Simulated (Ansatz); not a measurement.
`C=C[SiH](Cl)Cl` → `Cl[Si]Cl` + `C=C` at 600 K and 1 bar (silylene formation by 1,1-elimination).

Calculated with Ansatz (gas phase, PBE0-D4/def2-TZVP geometries, no zero-point term in ΔE). CBS: MP2 limit from def2 TZ/QZ plus the TZ coupled-cluster correction, frozen cores. This one scheme is used for every species. Each species was taken in one conformer, which may not be the lowest.

```csv
species,CCSD(T)/CBS energy (Eh),H − E (kJ/mol),S (J/(mol·K))
`C=C[SiH](Cl)Cl`,-1287.23514,202.0,436.3
`Cl[Si]Cl`,-1208.69388,36.3,319.6
`C=C`,-78.48111,161.6,257.2
```

H − E and S are ideal-gas, rigid-rotor, harmonic terms from PBE0-D4/def2-TZVP, for one conformer and one mirror image of each species. 1 Eh = 2625.50 kJ/mol, R = 8.31446 J/(mol·K).

By hand: ΔE, ΔH, ΔS and ΔG.

ΔE = (-1208.69388) + (-78.48111) − (-1287.23514) = 0.06015 Eh = 157.9 kJ/mol. Δ(H − E) = 36.3 + 161.6 − 202.0 = -4.1, so ΔH = 153.8 kJ/mol. ΔS = 319.6 + 257.2 − 436.3 = 140.5 J/(mol·K). ΔG = 153.8 − 600 × (140.5)/1000 = 69.5 kJ/mol.

By hand: the equilibrium constant, and the temperature at which ΔG would vanish if ΔH and ΔS stayed fixed.

log₁₀ K = −ΔG/(RT ln 10) = -6.1. ΔG = 0 at ΔH/ΔS = 1095 K.

The number of gas molecules changes by +1, which sets the sign of ΔS. A doubt of 5 kJ/mol in ΔE shifts log₁₀ K by 0.4 here. Other conformers and mirror images would add mixing entropy, several J/(mol·K) or more a flexible species. These are equilibria of isolated gas molecules and say nothing of rates. Largest T1 diagnostic: 0.013 (customary marks: 0.02 for closed shells, 0.045 for open ones).
